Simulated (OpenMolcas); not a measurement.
## Cl2+: effect of the active space

```
Program             : OpenMolcas 26.06
Method              : SS-CASPT2 or its RAS form, IPEA 0.25 Eh, imaginary shift 0.1 Eh
Basis               : ANO-RCC-VTZP
Scalar Hamiltonian  : DKH2, point nucleus
Spin-orbit coupling : RASSI with atomic mean-field integrals over the reference wave functions, term energies averaged over their components
```

A. 3 electrons in 3 orbitals (3p); 2S+1 = 4 odd, 1 root; 2S+1 = 2 odd, 8 roots; closed shells correlated: 2s 2p 3s; CASPT2 step roughly 0.7 core-seconds
B. 5 electrons in 4 orbitals (3s 3p); 2S+1 = 4 odd, 1 root; 2S+1 = 2 odd, 11 roots; 2S+1 = 4 even, 3 roots; 2S+1 = 2 even, 9 roots; closed shells correlated: 2s 2p; CASPT2 step about 1.9 core-seconds
C. 5 electrons in 8 orbitals (3s 3p 4s 4p); 2S+1 = 4 odd, 1 root; 2S+1 = 2 odd, 9 roots; 2S+1 = 4 even, 3 roots; 2S+1 = 2 even, 9 roots; closed shells correlated: 2s 2p; CASPT2 step of the order of 7 core-seconds
D. 5 electrons in 9 orbitals (RAS2 3s 3p; RAS3 3d, at most 2 electrons); 2S+1 = 4 odd, 1 root; 2S+1 = 2 odd, 11 roots; 2S+1 = 4 even, 3 roots; 2S+1 = 2 even, 9 roots; closed shells correlated: 2s 2p; CASPT2 step about 14 core-seconds

Energies in cm-1 above 3s2 3p3 4S* 3/2, the measured ground level; measured values from Moore, Atomic Energy Levels, vol. I, NSRDS-NBS 35 (1971 reprint of NBS Circular 467, 1949).

| Level | A | B | C | D | Measured |
| --- | --- | --- | --- | --- | --- |
| 3s2 3p3 4S* 3/2 | 0.0 | 0.0 | 0.0 | 0.0 | 0.0 |
| 3s2 3p3 2D* 3/2 | 18910 | 18940 | 19200 | 18860 | 18053 |
| 3s2 3p3 2D* 5/2 | 18960 | 19000 | 19270 | 18910 | 18120 |
| 3s2 3p3 2P* 1/2 | 31910 | 30470 | 30860 | 31000 | 29812 |
| 3s2 3p3 2P* 3/2 | 31980 | 30510 | 30930 | 31050 | 29907 |

Deviations, from unrounded energies. A percentage is the sum of absolute deviations over the sum of measured energies, with the sign that they share, or ± where signs differ.

| Against measurement | Levels | A | B | C | D |
| --- | --- | --- | --- | --- | --- |
| mean absolute deviation (cm-1) | 4 | 1500 | 760 | 1100 | 980 |
| other terms of the ground configuration (%) | 4 | +6.1 | +3.2 | +4.6 | +4.1 |

B lies closest to measurement on these levels and A furthest from it. The largest miss of B in the table is 3s2 3p3 2D* 3/2, by +890 cm-1. The ranking rests on the paired levels alone, and a cruder setting can come out closer through cancelling errors.

Among A to D the level of the table that moves most is 3s2 3p3 2P* 3/2, by 1500 cm-1 (lowest in B, highest in A). Moves below CASPT2's spread within the term are not significant.

CASPT2 does not keep the components of a term degenerate, so their means are used; among the terms shown or strongly mixed into the levels shown the widest spread is 170 cm-1 (3s2 3p3 2D*, A). Over all roots computed the reference weight is 0.87 to 0.96 in B, 0.85 to 0.96 in C; the roots of lowest weight are the least certain, and an intruder state may touch them. With the s shell closed, the reference lacks s² → p² mixing (holds for A). The run also gave levels led by 3s2 3p2 4p, which use shells meant for correlation; these and all levels above them are left out (holds for C). The run also gave levels led by 3s2 3p2 3d, which use shells meant for correlation; these and all levels above them are left out (holds for D). Computed and measured levels are paired by configuration, term and J; levels that our copy of the source lacks, or whose pairing is in doubt (as where it misses far off the trend of its configuration), stay unpaired and out of the deviations. Only configurations of the active space appear. The table leaves out levels that lie high or whose names do not pair safely across all columns.

* marks odd parity.
